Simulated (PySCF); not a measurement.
CH5ClFNSi, SMILES NC[Si@H](F)Cl.

Coordinates come from a B3LYP-D3(BJ)/def2-SVP optimisation. The structure was generated by enumeration; whether it is a known compound was not checked. Other conformers were not sampled.

These are B3LYP/def2-TZVP (PySCF) values and carry that method's errors.

Gas-phase values at a fixed geometry.

Computed frontier levels, gap, dipole moment and polarisability:
```json
{
 "highest_occupied_level": "-6.83 eV",
 "lowest_empty_level": "0.00 eV",
 "orbital_gap": "6.83 eV",
 "dipole_moment": "1.51 D",
 "quadrupole, principal values (traceless, Buckingham form, about the centre of nuclear charge)": "-7.04, 1.01, 6.04 D·Å",
 "mean_static_polarisability": "57.1 bohr³ (8.46 Å³)",
 "polarisability_principal_values": "47.4, 51.8, 72.1 bohr³"
}
```
